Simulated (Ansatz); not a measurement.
**Worked example: CHBr2Cl + InH2(CH3) → CH2BrCl + InH(CH3)Br**

Species: CHBr2Cl (chlorodibromomethane) `ClC(Br)Br`, singlet; InH2(CH3), singlet; CH2BrCl (bromochloromethane) `ClCBr`, singlet; InH(CH3)Br, singlet. The partners trade Br for H: C–Br and In–H bonds give way to C–H and In–Br.

Shapes, held fixed at every level: PBE0-D4/def2-TZVP. Programs: Ansatz 0.2.0. Electronic energies: no zero-point or thermal term.

At CCSD(T)/def2-TZVPP; 1 Eh = 2625.50 kJ/mol:

```
   species   energy (Eh)
   CHBr2Cl  -5643.761197
 InH2(CH3)   -230.488388
   CH2BrCl  -3071.663206
InH(CH3)Br  -2802.675883
```

Problem. Work out ΔE of the reaction at this level.

Solution. 
1. Products less reactants: (-3071.663206) + (-2802.675883) − [(-5643.761197) + (-230.488388)] = -0.089504 Eh = -235.0 kJ/mol.

Other levels give -273.1 (HF/def2-TZVPP) to -217.6 kJ/mol (SPW92/def2-TZVPP). No measured value is set beside it here. For atoms past krypton def2 sets carry core potentials with scalar relativity. Relativity is left out for Br. Outer-core shells of Br, In are correlated in most correlated rows, in sets that cover them unevenly.
